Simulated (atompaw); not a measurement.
# nickel: one change to a PAW (atompaw) potential, before and after

```
Element                 : Ni
Generator               : atompaw 4.2.0.5
Type                    : PAW
Functional              : PBE
Relativity              : non-relativistic
Frozen core             : [Ne]
Valence charge          : 18
Reference configuration : 3s2 3p6 3d8 4s0.5 4p0 (charge +1.5)
Partial waves           : 3s (bound): rc 1.35 bohr; 4s (bound): rc 1.40 bohr; 3p (bound): rc 1.30 bohr; 4p (bound, empty): rc 1.50 bohr; 3d (bound): rc 1.85 bohr; 3d channel at -1.1 Ry: rc 1.85 bohr
Local potential         : bessel scheme, radius 1.60 bohr
Core correction         : smooth core density matched at 1.15 bohr
Augmentation charge     : sinc compensation charge, radius 1.55 bohr; PAW radius 1.85 bohr; waves and projectors: custom rrkj vanderbiltortho
```

Change: all radii scaled by about 1.20 (s 1.62, p 1.56, d 2.20 bohr); local potential bessel scheme, radius 1.92 bohr; augmentation sinc compensation charge, radius 1.86 bohr; PAW radius 2.20 bohr; waves and projectors: custom rrkj vanderbiltortho; core correction smooth core density matched at 1.38 bohr.

Cutoffs: the cutoffs (Ry, on a coarse ladder) from which the occupation-weighted sum of valence levels, in a spherical-Bessel basis at the reference potential, stays within 10 and 1 mRy of its value at 400 Ry; they do not see the model core or the augmentation charge, which bear on the density cutoff.

**Question.** What does the change do?

**Answer.** The potential gets softer (50 Ry and 90 Ry → 35 Ry and 60 Ry); neither file shows a bound ghost. A larger radius leaves more room for a smooth pseudo-wave, so fewer plane waves are needed.

```csv
quantity,base,changed
"cutoff, loose",50 Ry,35 Ry
"cutoff, tight",90 Ry,60 Ry
loose cutoff by channel (10 mRy a level),"s 45 Ry, p 40 Ry, d 25 Ry","s 18 Ry, p 30 Ry, d 15 Ry"
bound ghosts,none,none
lowest overlap eigenvalue by channel,"s 0.11, p 0.10, d 0.51","s 0.66, p 0.71, d 0.11"
```

 The cutoffs see the waves, projectors and local potential, not the compensation charge or the core.
